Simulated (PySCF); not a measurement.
Delta-SCF ions had no search for a lower state. Excitations are Tamm–Dancoff values on a coarser integration grid. The basis has no diffuse functions, so Rydberg states are missing or too high.

**C4H4, SMILES `C1C=CC=1` (charge 0, multiplicity 1)**

Computed with PBE-D3(BJ)/def2-TZVP (PySCF 2.14.0).

```
Property                                                                 Value
--------------------------------------  --------------------------------------
HOMO                                                                  -4.57 eV
dipole moment                                                           0.00 D
LUMO                                                                  -2.65 eV
HOMO–LUMO gap                                                          1.92 eV
S1 excitation (TDA)                                                    2.87 eV
S1 oscillator strength                                                   0.000
T1 excitation (TDA)                                                    1.22 eV
S1–T1 gap (TDA)                                                        1.65 eV
vertical ionisation energy (Delta-SCF)                                 7.92 eV
total energy                                                      -154.5332 Ha
cost                                    about 90 core-seconds (a rough figure)
```

```xyz
8

C      0.9914     0.2964     0.0409
C      0.4540    -0.9298     0.0243
C     -0.9914    -0.2964    -0.0409
C     -0.4540     0.9298    -0.0243
H      2.0036     0.6945     0.0821
H      0.8474    -1.9444     0.0464
H     -2.0036    -0.6945    -0.0821
H     -0.8474     1.9444    -0.0464
```
Charge 0, spin multiplicity 1.
